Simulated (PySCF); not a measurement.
## Ionisation energy of Cs¹⁵⁺ by level of theory

Cs¹⁵⁺ [Kr] 4d4 (5D) → Cs¹⁶⁺ [Kr] 4d3 (4F), as a difference of total energies. All numbers are calculated (PySCF 2.14, the spin-free X2C one-electron Hamiltonian (Gaussian nucleus), in an even-tempered Gaussian basis (20 s from 0.68 bohr⁻², ratio 2.5; 15 p from 0.88 bohr⁻², ratio 2.5; 10 d from 0.88 bohr⁻², ratio 2.5; 4 f from 4.2 bohr⁻², ratio 2.7; 4 g from 6.4 bohr⁻², ratio 2.7)). The calculations carry no spin-orbit coupling.

```json
{"method": "UHF", "ionisation energy (eV)": "382.23"}
{"method": "PBEsol", "ionisation energy (eV)": "383.31"}
{"method": "TPSS", "ionisation energy (eV)": "383.08"}
```

Breit and QED terms and the two-electron picture change are absent.

The reference lies between the lowest fine-structure levels, while these numbers refer to the centres of the terms.

For comparison: 382 ± 3 eV (theoretical estimate listed by NIST; NIST Atomic Spectra Database, ionization energies).
